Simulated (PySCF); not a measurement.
**Potassium: a sound run and one with changed settings**

Sound run: K⁺ [Ar], K²⁺ [Ne] 3s2 3p5. All numbers are calculated (PySCF 2.14, no relativity, point nucleus, in def2-SVP (5s3p2d, 24 functions)). In the sound run the correlated levels freeze [Ne] 3s2. The sound run starts from symmetry-adapted Hartree-Fock orbitals and uses a fine grid where one is needed.

Changed run: the spin-free X2C one-electron Hamiltonian (Gaussian nucleus). This setting is unsound on purpose.

```
species   method  sound run (hartree)  changed run (hartree)  converged
     K⁺      UHF           -598.93116             -600.92692        yes
     K⁺      LDA           -597.93355             -599.92902        yes
     K⁺   M06-2X           -599.66636             -601.66203        yes
     K⁺      MP2           -598.97091             -600.96654        yes
     K⁺  CCSD(T)           -598.97565             -600.97124        yes
    K²⁺      UHF           -597.76878             -599.75941        yes
    K²⁺      LDA           -596.71927             -598.70962        yes
    K²⁺   M06-2X           -598.45536             -600.44595        yes
    K²⁺      MP2           -597.79284             -599.78340        yes
    K²⁺  CCSD(T)           -597.79635             -599.78688        yes
```

Ionisation energy of K⁺:

```csv
method,sound run (eV),changed run (eV)
UHF,31.630,31.770
LDA,33.042,33.182
M06-2X,32.953,33.091
MP2,32.057,32.195
SCS-MP2,32.028,32.166
CCSD,32.090,32.227
CCSD(T),32.090,32.228
```

Most of the change in total energy is the relativistic energy itself. On top of that the contraction fixes the core shape for the Hamiltonian it was made with, so the changed run is not a good calculation with the other Hamiltonian either.

For comparison, NIST gives 31.625 eV between the lowest levels.
